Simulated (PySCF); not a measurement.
**C6H8FP3: full NMR table**

```
Formula                               : C6H8FP3
SMILES                                : CCc1pc(C)pc(F)p1
Point group of the computed structure : C1
Carbon signals                        : 6
Proton signals                        : 3
```

Numbering as in the mapped SMILES `[CH3:1][CH2:2][c:3]1[p:4][c:5]([CH3:6])[p:7][c:8]([F:9])[p:10]1`. Each H is labelled by its parent atom.

[PySCF 2.14.0 with density-fitted response routines: geometry from PBE0-D3(BJ)/def2-SVP; shielding tensors at B3LYP/pcSseg-1 (GIAO); non-relativistic; one computed conformer; fast rotation and ring inversion assumed for equivalent nuclei; isolated molecule]

Shifts are taken against calculated references (same method and geometry level): TMS for ¹H (31.38 ppm) and ¹³C (179.24 ppm); ¹⁹F (171.94 ppm) against CFCl3; H3PO4 for ³¹P (297.42 ppm).

| carbon | δC, type | δH (multiplicity) | HMBC from (2–3 bonds) | span of the C tensor (ppm) |
| --- | --- | --- | --- | --- |
| C1 | 29.4, CH3 | 1.37 (t) | H(C2) | 48 |
| C2 | 40.3, CH2 | 3.42 (m) | H(C1) | 37 |
| C3 | 227.9, C | – | H(C2), H(C1) | 406 |
| C5 | 218.5, C | – | H(C6) | 411 |
| C6 | 30.6, CH3 | 3.31 (m) | – | 42 |
| C8 | 257.4, C | – | – | 326 |

Other nuclei:
| atoms | nucleus | environment | δ (ppm) | σ (ppm) |
| --- | --- | --- | --- | --- |
| F9 | ¹⁹F | aryl fluorine | -45.5 | 217.5 |
| P4 | ³¹P | phosphorus bonded to 2 C, in a 6-membered ring | 261.6 | 35.8 |
| P7 | ³¹P | phosphorus bonded to 2 C, in a 6-membered ring | 218.3 | 79.1 |
| P10 | ³¹P | phosphorus bonded to 2 C, in a 6-membered ring | 216.4 | 81.0 |

- δC 257.4: aromatic carbon bearing fluorine; the electronegative substituent deshields the carbon that carries it.
- δC 227.9, 218.5: substituted aromatic carbon.
- δC 40.3: sp3 CH2 on an aromatic ring; aliphatic region, no heteroatom directly attached.
- δC 30.6: methyl carbon on an aromatic ring; aliphatic region, no heteroatom directly attached.
- δC 29.4: methyl carbon; aliphatic region, no heteroatom directly attached.

Splittings by ¹⁹F and ³¹P in the carbon and heteronuclear signals aren't shown, as no couplings were computed. Shifts are as computed. Against solution values, carbons near 30 ppm lie about +2 ppm off and those near 130 ppm about +6 ppm. Of 1313 compounds with measured shifts, 239 miss one by over three times the rms of a fit or turn the order of signals round; such compounds aren't used in these exercises. Unscaled 19F shifts against computed CFCl3 carry errors that often reach 10 to 50 ppm. Experimental scales use liquid or dissolved standards, which lie at an offset from isolated H3PO4. No couplings were computed; multiplicities are counted from neighbouring protons, with m where these are inequivalent, close in shift, in a saturated or five-membered ring or joined by F or P, and br s for small geminal =CH2 splittings.
